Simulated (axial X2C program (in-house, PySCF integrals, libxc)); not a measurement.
**NaRh⁺: from the spin-free to the two-component result**

Calculated with an in-house all-electron X2C program for linear molecules (integrals from PySCF). Spin-free means the one-electron spin-free X2C Hamiltonian; two-component (2c) means X2C with spin–orbit coupling and atomic mean-field two-electron Coulomb and Gaunt terms, so the difference of the two also holds small scalar two-electron terms. Basis: Rh dyall-cv3z [12s12p8d5f3g], Na dyall-cv3z [9s8p5d2f] (cores contracted in-house); Gaussian nuclei, density fitting, unrestricted open shells. Masses: Rh 102.906 u, Na 22.990 u.

Spin-free state: M_S = 3/2, Λ = 2 (beyond evenly filled blocks: 2 × σα, δ+α, δ+β, δ-α); fragments Rh + Na+.

```
  level  Re (Å)  ωe (cm⁻¹)  De (eV)  μ (D)
   PBE0   3.184      107.7    0.505   8.34
     HF   3.356      104.5    0.582   8.01
    MP2   3.215      109.4    0.369    n/a
   CCSD   3.247      107.0    0.428    n/a
CCSD(T)   3.237      107.4    0.410    n/a
 PBEsol   3.139      108.3    0.488   8.44
```

Correlated methods: 9 electrons correlated (number of frozen shells: Rh 4 s, 3 p, 1 d; Na 2 s, 1 p), 303 virtual spin orbitals or spinors in MP2, 90 natural virtuals in coupled cluster.

Dipoles are positive if Na is the positive end and refer to the centre of mass.

Two-component determinant lowest at the distance of the search:

Ω = 7/2 (⟨Sz⟩ = 1.48, ⟨Lz⟩ = 2.02 at HF); fragments Rh + Na+.

| level | Re (Å) | ωe (cm⁻¹) | μ (D) |
| --- | --- | --- | --- |
| PBE0 | 3.183 | 107.8 | 8.33 |
| HF | 3.356 | 104.5 | 8.00 |
| MP2 | 3.214 | 109.5 | n/a |
| CCSD | 3.246 | 107.2 | n/a |
| CCSD(T) | 3.235 | 107.6 | n/a |
| PBEsol | 3.138 | 108.5 | 8.43 |

(1) From the two tables, how do the constants change at the CCSD(T) level (2c against spin-free)?

The state is a single determinant with fixed occupations, the lowest that a limited PBE0 search found. Dissociation energies refer to the lowest single-determinant-based atoms at the same level and basis. De is not given where an atomic determinant may have missed its ground term or J level, or where the truncated virtual space spoils (T). Density functionals use the spin component along the axis (collinear). CCSD and (T) use frozen natural virtuals with an MP2 correction for the truncation; (T) itself is uncorrected, so its De runs slightly low. PBE0 can misorder states that lie within some tenths of an eV, so this need not be the ground state of the molecule. The nearest other spin-free determinant of the search, M_S = 1/2, Λ = 2, lies 0.06 eV up at the distance of the search. The functionals have no current-density term, which raises determinants with orbital currents, atoms included. With several unpaired electrons one determinant need not be a pure state. At some level and bond length an empty orbital lies below a filled one. With the outer-core shells frozen, correlated bond lengths of heavy atoms tend to come out a few hundredths of an ångström too long.

Results:

(1) At the CCSD(T) level Re goes down by 0.002 Å and ωe is unchanged to within 0.2 cm⁻¹.
